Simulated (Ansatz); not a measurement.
Total energies of ClH$_{6}$N$_{3}$Sn, SMILES `[NH2][Sn]([NH2])([NH2])[Cl]`.

```xyz
11

N    -0.7821   -1.2480   -1.2558
Sn    0.0899   -0.1496    0.1778
N     1.5822    0.9204   -0.6287
N    -1.2658    1.1007    0.9659
Cl    0.9406   -1.5631    1.8576
H    -1.7925   -1.2066   -1.2043
H    -0.5043   -2.2210   -1.2472
H     1.8429    0.5780   -1.5452
H     2.4148    0.9527   -0.0545
H    -0.9003    2.0389    1.0725
H    -1.6253    0.7975    1.8619
```

Charge 0, multiplicity 1. Correlated methods include outer-core shells of Sn, which these sets cover unevenly. Sn takes the def2 core potential. All single points use the PBE0-D4/def2-TZVP geometry. It is one conformer, not always the lowest. Basis def2-TZVPP, Ansatz 0.2.0.

RPA on PBE orbitals: Hartree–Fock energy of these orbitals -839.79451 Eh, correlation -1.78743 Eh (frozen core).

```
             functional  energy without D4 (Eh)  D4 term (kJ/mol)
            LDA (SPW92)              -839.34505                 –
                    PBE              -842.14662             -25.8
                 revPBE              -842.44590             -65.3
                   BLYP              -842.42274             -54.0
                 r2SCAN              -842.50005              -6.5
                 B97M-V              -842.39377                 –
                   PBE0              -842.20163             -22.2
                  B3LYP              -842.62913             -41.5
                r2SCANh              -842.47698              -7.0
                r2SCAN0              -842.44388              -7.8
HSE06 (plane-wave form)              -842.18383             -21.0
                  BHLYP              -842.36661             -35.1
              CAM-B3LYP              -842.46451             -23.0
                LC-ωPBE              -842.35361                 –
                ωB97X-V              -842.40171                 –
                ωB97M-V              -842.40430                 –
                 B2PLYP              -842.07261                 –
               PBE-QIDH              -841.90518                 –
```

B3LYP takes the VWN-RPA correlation (the form of Gaussian; ORCA's B3LYP/G). HSE06 is the plane-wave form, built on full-range PBE exchange. The double hybrids freeze the cores in their second-order part.

LC-ωPBE has ω = 0.4 bohr⁻¹.
